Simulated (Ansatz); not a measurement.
Method: Ansatz (an electronic-structure program) with PBE-D3(BJ)/def2-TZVP. No frequencies were computed at this level.

Ansatz 0.2 input:
```yaml
crystal:
  periodic: [false, false, false]
  atoms:
    - { symbol: F, position_ang: [1.511775, -0.074475, -1.007974] }
    - { symbol: C, position_ang: [0.696353, -0.028401, 0.110245] }
    - { symbol: C, position_ang: [-0.653938, -0.626056, 0.020025] }
    - { symbol: C, position_ang: [-0.598567, 0.67945, 0.006605] }
    - { symbol: H, position_ang: [1.3265, -0.046069, 0.991357] }
    - { symbol: H, position_ang: [-1.207961, -1.529589, -0.043915] }
    - { symbol: H, position_ang: [-1.074161, 1.625142, -0.076342] }
basis:
  gaussian: { orbitals: def2-tzvp }
hamiltonian:
  xc: pbe
  dispersion: d3bj
relax:
  max_steps: 150
```

Output:

```
Functional definition: PBE
828 factors; their error is unknown
mean field evaluation 1: about -5862.2337 eV, gradient 5.7e1 eV
mean field evaluation 2: about -5854.3709 eV, gradient 7.9e1 eV
mean field evaluation 4: about -5869.7038 eV, gradient 7.4e0 eV
mean field evaluation 8: about -5869.7454 eV, gradient 5.8e-1 eV
mean field evaluation 16: about -5869.7459 eV, gradient 2.0e-5 eV
mean field -5869.74589566 eV, -215.7091830088 hartree, gradient 2.0e-5 eV, S^2 0.000000; 0 other end points of the search recorded, 0 dependent functions left out
reference -5869.74592724 eV, -215.7091841693 hartree; 15, 15 occupied and 127, 127 virtual orbitals, 828 factors
relax step   1: F+E_penalty+E_count = -5869.84560747 eV  Δ(F+E_penalty+E_count) = +0.000e0 eV  max|allowed force component| = 8.939e-1 eV/Å  Δτ_max = 0.0000 Å  (30 SCF iters, accepted)
these checks for a lower state are left out or cut short: starts, cluster_reference, orbital_swaps, neighbouring_geometries, increment
828 factors; their error is unknown
mean field -5869.77424246 eV, -215.7102247344 hartree, gradient 2.3e-5 eV, S^2 0.000000; 0 other end points of the search recorded, 0 dependent functions left out
reference -5869.77427419 eV, -215.7102259006 hartree; 15, 15 occupied and 127, 127 virtual orbitals, 828 factors
relax step   2: F+E_penalty+E_count = -5869.87372836 eV  Δ(F+E_penalty+E_count) = -2.812e-2 eV  max|allowed force component| = 5.042e-1 eV/Å  Δτ_max = 0.0158 Å  (33 SCF iters, accepted)
these checks for a lower state are left out or cut short: starts, cluster_reference, orbital_swaps, neighbouring_geometries, increment
828 factors; their error is unknown
mean field evaluation 32: about -5869.7799 eV, gradient 2.3e-5 eV
mean field -5869.77990130 eV, -215.7104326931 hartree, gradient 2.3e-5 eV, S^2 0.000000; 0 other end points of the search recorded, 0 dependent functions left out
reference -5869.77993307 eV, -215.7104338607 hartree; 15, 15 occupied and 127, 127 virtual orbitals, 828 factors
relax step   3: F+E_penalty+E_count = -5869.87927531 eV  Δ(F+E_penalty+E_count) = -5.547e-3 eV  max|allowed force component| = 1.504e-1 eV/Å  Δτ_max = 0.0094 Å  (33 SCF iters, accepted)
these checks for a lower state are left out or cut short: starts, cluster_reference, orbital_swaps, neighbouring_geometries, increment
828 factors; their error is unknown
mean field -5869.78018703 eV, -215.7104431934 hartree, gradient 2.3e-5 eV, S^2 0.000000; 0 other end points of the search recorded, 0 dependent functions left out
reference -5869.78021879 eV, -215.7104443606 hartree; 15, 15 occupied and 127, 127 virtual orbitals, 828 factors
relax step   4: F+E_penalty+E_count = -5869.87956414 eV  Δ(F+E_penalty+E_count) = -2.888e-4 eV  max|allowed force component| = 8.493e-2 eV/Å  Δτ_max = 0.0056 Å  (33 SCF iters, accepted)
these checks for a lower state are left out or cut short: starts, cluster_reference, orbital_swaps, neighbouring_geometries, increment
828 factors; their error is unknown
mean field -5869.78074273 eV, -215.7104636150 hartree, gradient 2.3e-5 eV, S^2 0.000000; 0 other end points of the search recorded, 0 dependent functions left out
reference -5869.78077449 eV, -215.7104647821 hartree; 15, 15 occupied and 127, 127 virtual orbitals, 828 factors
relax step   5: F+E_penalty+E_count = -5869.88009913 eV  Δ(F+E_penalty+E_count) = -5.350e-4 eV  max|allowed force component| = 3.314e-2 eV/Å  Δτ_max = 0.0053 Å  (33 SCF iters, accepted)
these checks for a lower state are left out or cut short: starts, cluster_reference, orbital_swaps, neighbouring_geometries, increment
828 factors; their error is unknown
mean field -5869.77954959 eV, -215.7104197680 hartree, gradient 2.3e-5 eV, S^2 0.000000; 0 other end points of the search recorded, 0 dependent functions left out
reference -5869.77958135 eV, -215.7104209350 hartree; 15, 15 occupied and 127, 127 virtual orbitals, 828 factors
relax step   6: F+E_penalty+E_count = -5869.87892455 eV  Δ(F+E_penalty+E_count) = +1.175e-3 eV  max|allowed force component| = 3.108e-1 eV/Å  Δτ_max = 0.0056 Å  (33 SCF iters, rejected (line search))
these checks for a lower state are left out or cut short: starts, cluster_reference, orbital_swaps, neighbouring_geometries, increment
828 factors; their error is unknown
mean field evaluation 64: about -5869.7808 eV, gradient 2.3e-5 eV
mean field -5869.78084194 eV, -215.7104672610 hartree, gradient 2.3e-5 eV, S^2 0.000000; 0 other end points of the search recorded, 0 dependent functions left out
reference -5869.78087369 eV, -215.7104684278 hartree; 15, 15 occupied and 127, 127 virtual orbitals, 828 factors
relax step   7: F+E_penalty+E_count = -5869.88019899 eV  Δ(F+E_penalty+E_count) = -9.986e-5 eV  max|allowed force component| = 6.299e-3 eV/Å  Δτ_max = 0.0028 Å  (33 SCF iters, accepted)
828 factors; their error is unknown
mean field -5869.78084194 eV, -215.7104672610 hartree, gradient 2.3e-5 eV, S^2 0.000000; 1 other end points of the search recorded, 0 dependent functions left out
reference -5869.78087369 eV, -215.7104684278 hartree; 15, 15 occupied and 127, 127 virtual orbitals, 828 factors
Total energy: -5869.88023074 eV, -215.7141197320 hartree
Atom 0 at     1.527437    -0.075292    -1.022761 Å, force    -0.003214     0.000170     0.003322 eV/Å
Atom 1 at     0.694295    -0.028277     0.113775 Å, force     0.006299    -0.000268    -0.000078 eV/Å
Atom 2 at    -0.642794    -0.629046     0.020437 Å, force    -0.000963    -0.002435     0.001836 eV/Å
Atom 3 at    -0.587209     0.681494     0.006965 Å, force    -0.000752     0.002545     0.001785 eV/Å
Atom 4 at     1.333286    -0.046249     1.001885 Å, force     0.002285    -0.000115    -0.001717 eV/Å
Atom 5 at    -1.229859    -1.539340    -0.043827 Å, force    -0.001616     0.005022    -0.002625 eV/Å
Atom 6 at    -1.095155     1.636711    -0.076473 Å, force    -0.002038    -0.004920    -0.002523 eV/Å
Dipole moment:    -0.378838     0.018875     0.273155 e Å
```

Cost: roughly 23 core-seconds.
